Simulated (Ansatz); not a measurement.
CrS₂⁻, relaxed as a doublet with UKS PBE0-D4/def2-TZVPD in Ansatz, starting from the GFN2-xTB geometry. Force threshold 0.02 eV/Å.

The charge -1 doublet is spin-contaminated (final ⟨S²⟩ up to 1.79, 0.75 for a pure state). The relaxation made no stability test and no search for a lower SCF solution. At PBE0-D4/def2-TZVPD a quartet of charge -1 lies 1.20 eV below the doublet, each at its own geometry. That quartet is doubtful there (⟨S²⟩ 4.23, where a pure state has 3.75). The structure comes from a short search, and lower isomers may exist.

Start:

```xyz
3

Cr   -0.005   -0.007   -0.011
S     1.734   -1.150    0.019
S    -1.729    1.157   -0.008
```

Estimate the energy that the relaxation releases and the steps that it takes.

0.03 eV, in 6 steps; 11 s on 4 threads of Intel Xeon 6975P-C on a shared host. The force fell under the threshold at step 2, but the optimiser went on and released 0.028 eV more. No frequencies were taken in this run, so the end may be a saddle point.

Does the start keep its bonding and symmetry?

By distances, no bond broke or formed. The bond that changes most is Cr1–S3, from 2.08 to 2.07 Å (atoms count from 1). Point group D∞h at the start, C2v at the end, both within 0.05 Å.

Predict the relaxed structure.


```xyz
3

Cr   -0.125   -0.192   -0.310
S     1.716   -1.005    0.168
S    -1.590    1.197    0.142
```
Bond lengths: 2 × Cr–S 2.07 Å.
